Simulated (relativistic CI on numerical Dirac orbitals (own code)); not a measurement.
# Electric-dipole lines of Bi XXVI

Method of calculation: Dirac-Coulomb-Breit CI, orbitals from a KLI potential per configuration, QED by a radiative potential, unscaled Slater integrals (own radial code, finite nucleus).

Configurations in the expansion (outside the closed core [Ar] 3d10): 4s²4p⁶4d¹⁰4f¹², 4s²4p⁶4d¹⁰4f¹¹5s, 4s²4p⁶4d¹⁰4f¹⁰5s², 4s²4p⁶4d¹⁰4f¹¹5p, 4s²4p⁶4d⁹4f¹³, 4s²4p⁶4d¹⁰4f¹⁰5s5p, 4s²4p⁶4d¹⁰4f¹⁰5p², 4s²4p⁶4d⁸4f¹⁴, 4s²4p⁶4d¹⁰4f¹⁰5s5d, 4s²4p⁶4d¹⁰4f¹¹5d, 4s²4p⁵4d¹⁰4f¹³, 4s²4p⁶4d⁹4f¹¹5s², 4s²4p⁶4d⁹4f¹²5s, 4s²4p⁶4d¹⁰4f¹¹5f, 4s²4p⁶4d¹⁰4f¹¹6s, 4s²4p⁶4d¹⁰4f¹¹6p, 4s²4p⁶4d⁹4f¹²5p, 4s²4p⁶4d¹⁰4f¹¹5g, 4s4p⁶4d¹⁰4f¹³, 4s²4p⁶4d¹⁰4f¹¹6d, 4s²4p⁶4d⁸4f¹³5s, 4s²4p⁴4d¹⁰4f¹⁴, 4s²4p⁶4d¹⁰4f¹¹7s, 4s²4p⁶4d¹⁰4f¹¹6g, 4s²4p⁵4d⁹4f¹⁴, 4s²4p⁵4d¹⁰4f¹²5s, 4p⁶4d¹⁰4f¹⁴, 4s4p⁶4d¹⁰4f¹¹5s², 4s4p⁶4d⁹4f¹⁴, 4s4p⁶4d¹⁰4f¹²5s, 4s4p⁶4d⁹4f¹³5s, 4s²4p⁴4d¹⁰4f¹³5s, 4s4p⁵4d¹⁰4f¹⁴, 4s4p⁶4d¹⁰4f¹²6s, 4s4p⁶4d¹⁰4f¹²7s. Levels of other configurations are missing.

```
λ vac (nm)                       Lower                        Upper   A (s⁻¹)        gf  Branching (%)
    13.136  4s²4p⁶4d¹⁰4f¹¹5s ³L°9 [57]   4s²4p⁶4d¹⁰4f¹¹5p ³L9 [329]  1.04e+11  5.09e+00           67.6
    13.264  4s²4p⁶4d¹⁰4f¹¹5s ³K°8 [35]   4s²4p⁶4d¹⁰4f¹¹5p ³K8 [256]  8.00e+10  3.59e+00           55.1
    13.305  4s²4p⁶4d¹⁰4f¹¹5s ⁵I°8 [14]   4s²4p⁶4d¹⁰4f¹¹5p ⁵I8 [180]  9.05e+10  4.08e+00           62.8
    13.349  4s²4p⁶4d¹⁰4f¹¹5s ⁵G°5 [37]   4s²4p⁶4d¹⁰4f¹¹5p ⁵H6 [252]  1.21e+11  4.19e+00           81.5
    13.351  4s²4p⁶4d¹⁰4f¹¹5s ³P°2 [21]   4s²4p⁶4d¹⁰4f¹¹5p ⁵P3 [206]  1.33e+11  2.48e+00           92.4
    13.355  4s²4p⁶4d¹⁰4f¹¹5s ³H°6 [17]   4s²4p⁶4d¹⁰4f¹¹5p ³I7 [197]  1.30e+11  5.21e+00           88.1
    13.402  4s²4p⁶4d¹⁰4f¹¹5s ⁵I°7 [20]   4s²4p⁶4d¹⁰4f¹¹5p ⁵I7 [200]  8.66e+10  3.50e+00           60.2
    13.413  4s²4p⁶4d¹⁰4f¹¹5s ⁵I°6 [22]   4s²4p⁶4d¹⁰4f¹¹5p ³H5 [205]  8.52e+10  2.53e+00           60.4
    13.413  4s²4p⁶4d¹⁰4f¹¹5s ³H°4 [18]   4s²4p⁶4d¹⁰4f¹¹5p ³G3 [194]  1.28e+11  2.41e+00           91.3
    13.425  4s²4p⁶4d¹⁰4f¹¹5s ³H°5 [19]   4s²4p⁶4d¹⁰4f¹¹5p ⁵H4 [199]  1.05e+11  2.56e+00           75.7
    13.441  4s²4p⁶4d¹⁰4f¹¹5s ⁵G°6 [28]   4s²4p⁶4d¹⁰4f¹¹5p ⁵H7 [226]  1.27e+11  5.15e+00           86.2
    13.446  4s²4p⁶4d¹⁰4f¹¹5s ⁵F°5 [16]   4s²4p⁶4d¹⁰4f¹¹5p ³H6 [188]  1.07e+11  3.76e+00           75.1
    13.452  4s²4p⁶4d¹⁰4f¹¹5s ³H°6 [40]   4s²4p⁶4d¹⁰4f¹¹5p ³I7 [267]  1.22e+11  4.97e+00           84.2
    13.455  4s²4p⁶4d¹⁰4f¹¹5s ³H°4 [18]   4s²4p⁶4d¹⁰4f¹¹5p ³F4 [191]  8.39e+10  2.05e+00           60.4
    13.477  4s²4p⁶4d¹⁰4f¹¹5s ⁵I°8 [14]   4s²4p⁶4d¹⁰4f¹¹5p ⁵K9 [179]  1.44e+11  7.47e+00          100.0
    13.479  4s²4p⁶4d¹⁰4f¹¹5s ⁵F°5 [16]   4s²4p⁶4d¹⁰4f¹¹5p ³G5 [187]  6.57e+10  1.97e+00           47.3
    13.479  4s²4p⁶4d¹⁰4f¹¹5s ⁵I°6 [22]   4s²4p⁶4d¹⁰4f¹¹5p ⁵I7 [200]  5.22e+10  2.13e+00           36.3
    13.491  4s²4p⁶4d¹⁰4f¹¹5s ³K°7 [38]   4s²4p⁶4d¹⁰4f¹¹5p ³K7 [244]  8.04e+10  3.29e+00           58.5
    13.495  4s²4p⁶4d¹⁰4f¹¹5s ⁵F°5 [26]   4s²4p⁶4d¹⁰4f¹¹5p ⁵G6 [216]  1.16e+11  4.10e+00           80.7
    13.509  4s²4p⁶4d¹⁰4f¹¹5s ³I°7 [15]   4s²4p⁶4d¹⁰4f¹¹5p ³H6 [182]  1.23e+11  4.39e+00           90.4
    13.538  4s²4p⁶4d¹⁰4f¹¹5s ⁵I°7 [20]   4s²4p⁶4d¹⁰4f¹¹5p ⁵K8 [196]  1.35e+11  6.30e+00           93.7
    13.540  4s²4p⁶4d¹⁰4f¹¹5s ³I°7 [15]   4s²4p⁶4d¹⁰4f¹¹5p ³I7 [181]  9.35e+10  3.85e+00           67.5
    13.562  4s²4p⁶4d¹⁰4f¹¹5s ³I°7 [15]   4s²4p⁶4d¹⁰4f¹¹5p ⁵I8 [180]  5.18e+10  2.43e+00           35.9
    13.568  4s²4p⁶4d¹⁰4f¹¹5s ³I°7 [48]   4s²4p⁶4d¹⁰4f¹¹5p ³K8 [273]  9.89e+10  4.64e+00           68.4
    13.586  4s²4p⁶4d¹⁰4f¹¹5s ³K°8 [35]   4s²4p⁶4d¹⁰4f¹¹5p ³L9 [234]  1.41e+11  7.40e+00           99.4
    13.692  4s²4p⁶4d¹⁰4f¹¹5s ³L°9 [57]  4s²4p⁶4d¹⁰4f¹¹5p ³M10 [278]  1.39e+11  8.19e+00          100.0
    13.726  4s²4p⁶4d¹⁰4f¹¹5s ¹L°8 [77]   4s²4p⁶4d¹⁰4f¹¹5p ³M9 [350]  1.35e+11  7.26e+00           97.7
    23.061  4s²4p⁶4d¹⁰4f¹¹5s ⁵I°8 [14]    4s²4p⁶4d¹⁰4f¹¹5p ³K8 [97]  1.04e+10  1.41e+00           40.0
    23.571  4s²4p⁶4d¹⁰4f¹¹5s ⁵I°8 [14]    4s²4p⁶4d¹⁰4f¹¹5p ⁵H7 [96]  1.89e+10  2.36e+00           75.8
    23.847  4s²4p⁶4d¹⁰4f¹¹5s ³I°7 [15]    4s²4p⁶4d¹⁰4f¹¹5p ³K8 [97]  1.48e+10  2.15e+00           56.8
```

Terms are leading LS components. Brackets give the number of a level in order of energy, since labels repeat. The list gives strong lines, with weight on those to low levels, without lines whose two gauges differ by over a factor of 2.5, among the lowest 400 of 9968 levels, so that lines to higher ones, which can be the strongest, are missing. Levels whose partners in the same complex of configurations lie outside the list can be far off, and so can their lines. Rates are taken at the computed energies, electric ones in the length gauge.

At this charge transitions that keep the count of f electrons are usually good to a few per cent. Terms inside the open d or f shell come out 10 to 20 % too wide with unscaled integrals. Levels that differ in their count of f electrons can be misplaced by several ten thousand cm⁻¹, since the correlation energy of f electrons is missing or only estimated; rates across such gaps can be off by orders of magnitude.

Task: From the table, what is the radiative lifetime of 4s²4p⁶4d¹⁰4f¹¹5p ⁵I8?

Result: The listed rates from this level add up to about 1.42e+11 s⁻¹, 99 % of its decay; with all channels τ = 6.94e-12 s.

LS names give the leading component of a level, which can be under half, so a name can repeat, a term be missing and a line seem to break the LS rules.
